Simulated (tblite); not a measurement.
Species: C₄H₁₅AsOSi₂.
Bonds: C1–C2, C2–C3, C2–C4, C2–O5, O5–Si6, Si6–As7, As7–Si8. Hydrogens: H9, H10, H11 on C1; H12, H13, H14 on C3; H15, H16, H17 on C4; H18, H19 on Si6; H20 on As7; H21, H22, H23 on Si8.

Computed with GFN2-xTB (tblite), gas phase: L-BFGS steps from a force-field or distance-geometry start until the largest atomic force falls under 0.01 eV/Å.

Step 42: E = -712.5975 eV
```
atom  x, y, z in Å  |  force x, y, z in eV/Å
C1     -2.2171    0.8193    0.4970    0.005   0.000  -0.027
C2     -1.2298    0.0329   -0.3708   -0.018  -0.003  -0.028
C3     -0.6530    0.9252   -1.4730   -0.026   0.011   0.001
C4     -1.9228   -1.1799   -0.9871   -0.008  -0.004   0.012
O5     -0.1694   -0.3469    0.4730   -0.013   0.014  -0.014
Si6     0.9113   -1.5477    0.3978    0.041  -0.006   0.078
As7     2.4856   -0.5982    1.7919   -0.049  -0.015   0.015
Si8     3.0665    1.1772    0.4170   -0.007  -0.029  -0.011
H9     -3.0279    1.2117   -0.1094   -0.019   0.006  -0.011
H10    -2.6308    0.1706    1.2659    0.017   0.014   0.001
H11    -1.7030    1.6463    0.9808    0.001  -0.008   0.002
H12    -1.4458    1.2766   -2.1270    0.002   0.020  -0.024
H13     0.0735    0.3678   -2.0609   -0.032   0.003   0.023
H14    -0.1513    1.7808   -1.0271    0.008   0.003  -0.011
H15    -2.3086   -1.8240   -0.2014    0.014  -0.027   0.001
H16    -2.7484   -0.8590   -1.6177    0.003   0.002   0.027
H17    -1.2222   -1.7496   -1.5923   -0.001   0.009   0.025
H18     1.3215   -1.8592   -0.9834    0.037   0.018  -0.053
H19     0.3274   -2.8114    0.8849   -0.010  -0.001  -0.011
H20     3.5907   -1.4761    1.2674    0.032  -0.046  -0.003
H21     2.1858    2.3254    0.6825    0.009   0.001  -0.011
H22     3.0223    0.9372   -1.0356   -0.013   0.003   0.003
H23     4.4406    1.6081    0.7082    0.027   0.035   0.017
```

Step 43: E = -712.5982 eV
```
atom  x, y, z in Å  |  force x, y, z in eV/Å
C1     -2.2152    0.8197    0.4980    0.008  -0.006  -0.032
C2     -1.2303    0.0333   -0.3727   -0.006  -0.006  -0.025
C3     -0.6570    0.9253   -1.4763   -0.019   0.018   0.004
C4     -1.9245   -1.1789   -0.9882   -0.003  -0.014   0.021
O5     -0.1678   -0.3460    0.4691   -0.003   0.001  -0.014
Si6     0.9139   -1.5468    0.3993    0.017  -0.006   0.010
As7     2.4833   -0.5980    1.7950   -0.025  -0.007   0.034
Si8     3.0671    1.1759    0.4195    0.003  -0.018  -0.005
H9     -3.0267    1.2114   -0.1080   -0.022   0.009   0.002
H10    -2.6264    0.1703    1.2678    0.015   0.022  -0.005
H11    -1.6993    1.6467    0.9807   -0.007  -0.014  -0.004
H12    -1.4530    1.2760   -2.1270    0.016   0.020  -0.027
H13     0.0693    0.3690   -2.0659   -0.043   0.003   0.022
H14    -0.1544    1.7804   -1.0308    0.007   0.014  -0.015
H15    -2.3058   -1.8231   -0.2007    0.000  -0.038   0.004
H16    -2.7528   -0.8590   -1.6161    0.011   0.002   0.033
H17    -1.2253   -1.7484   -1.5950    0.001   0.012   0.021
H18     1.3294   -1.8598   -0.9825    0.026   0.029  -0.023
H19     0.3299   -2.8117    0.8810   -0.016  -0.008  -0.001
H20     3.5886   -1.4777    1.2725    0.028  -0.041   0.000
H21     2.1885    2.3261    0.6835    0.003  -0.002  -0.013
H22     3.0230    0.9312   -1.0319   -0.014   0.005  -0.005
H23     4.4407    1.6112    0.7093    0.021   0.025   0.017
```

Step 44: E = -712.5987 eV
```
atom  x, y, z in Å  |  force x, y, z in eV/Å
C1     -2.2142    0.8201    0.4977    0.003  -0.005  -0.025
C2     -1.2308    0.0335   -0.3741    0.003  -0.005  -0.011
C3     -0.6599    0.9257   -1.4781   -0.010   0.020   0.003
C4     -1.9258   -1.1785   -0.9883    0.002  -0.019   0.024
O5     -0.1671   -0.3455    0.4667    0.007  -0.010  -0.013
Si6     0.9162   -1.5459    0.4011   -0.011  -0.005  -0.050
As7     2.4823   -0.5986    1.7980    0.007  -0.004   0.040
Si8     3.0677    1.1743    0.4213    0.014  -0.005   0.004
H9     -3.0263    1.2111   -0.1082   -0.020   0.010   0.010
H10    -2.6239    0.1710    1.2685    0.011   0.022  -0.007
H11    -1.6976    1.6470    0.9799   -0.009  -0.013  -0.009
H12    -1.4573    1.2762   -2.1273    0.021   0.021  -0.027
H13     0.0659    0.3696   -2.0682   -0.041  -0.001   0.013
H14    -0.1562    1.7802   -1.0329    0.005   0.020  -0.016
H15    -2.3038   -1.8233   -0.2001   -0.008  -0.041   0.008
H16    -2.7556   -0.8589   -1.6142    0.010   0.000   0.033
H17    -1.2272   -1.7473   -1.5961    0.005   0.008   0.013
H18     1.3352   -1.8582   -0.9822    0.017   0.035   0.007
H19     0.3319   -2.8120    0.8784   -0.018  -0.010   0.004
H20     3.5877   -1.4797    1.2745    0.017  -0.032   0.008
H21     2.1901    2.3257    0.6841    0.001  -0.005  -0.014
H22     3.0230    0.9265   -1.0292   -0.013   0.006  -0.010
H23     4.4412    1.6141    0.7097    0.008   0.013   0.015
```

Q: Estimate the geometry and energy of step 45. (The exact step hangs on the optimiser's Hessian estimate; all steps are aligned on step 44, rigid shifts and turns removed.)

A: E = -712.5993 eV, largest force 0.094 eV/Å
```
atom  x, y, z in Å  |  force x, y, z in eV/Å
C1     -2.2135    0.8205    0.4965   -0.007   0.000  -0.009
C2     -1.2314    0.0335   -0.3756    0.009  -0.001   0.007
C3     -0.6630    0.9264   -1.4797   -0.001   0.018  -0.002
C4     -1.9270   -1.1785   -0.9879    0.006  -0.022   0.023
O5     -0.1665   -0.3451    0.4645    0.016  -0.015  -0.011
Si6     0.9184   -1.5448    0.4023   -0.033  -0.004  -0.088
As7     2.4820   -0.5997    1.8017    0.037  -0.006   0.032
Si8     3.0686    1.1723    0.4233    0.024   0.008   0.013
H9     -3.0265    1.2110   -0.1088   -0.016   0.010   0.015
H10    -2.6217    0.1724    1.2688    0.003   0.016  -0.007
H11    -1.6966    1.6473    0.9785   -0.008  -0.008  -0.015
H12    -1.4610    1.2769   -2.1281    0.020   0.022  -0.024
H13     0.0616    0.3702   -2.0701   -0.028  -0.007  -0.003
H14    -0.1579    1.7803   -1.0352    0.001   0.024  -0.014
H15    -2.3020   -1.8244   -0.1993   -0.012  -0.039   0.012
H16    -2.7583   -0.8587   -1.6114    0.005  -0.004   0.028
H17    -1.2290   -1.7460   -1.5970    0.010   0.001   0.002
H18     1.3413   -1.8549   -0.9819    0.010   0.038   0.029
H19     0.3343   -2.8124    0.8760   -0.018  -0.008   0.004
H20     3.5877   -1.4823    1.2757    0.000  -0.018   0.020
H21     2.1914    2.3246    0.6844   -0.001  -0.010  -0.015
H22     3.0224    0.9213   -1.0265   -0.010   0.007  -0.011
H23     4.4418    1.6172    0.7105   -0.006   0.001   0.011
```

The energy changes by -0.0006 eV. The first-order estimate −F·Δx gives -0.0008 eV and the mean of the old and new forces, exact on a quadratic surface, -0.0006 eV. The step makes an angle of 70° with the force vector and moves no atom by more than 0.007 Å.

What follows is the cost of the whole relaxation. On Arm Neoverse V2, one thread, no GPU, on a shared host, this took 1.3 s of wall time.
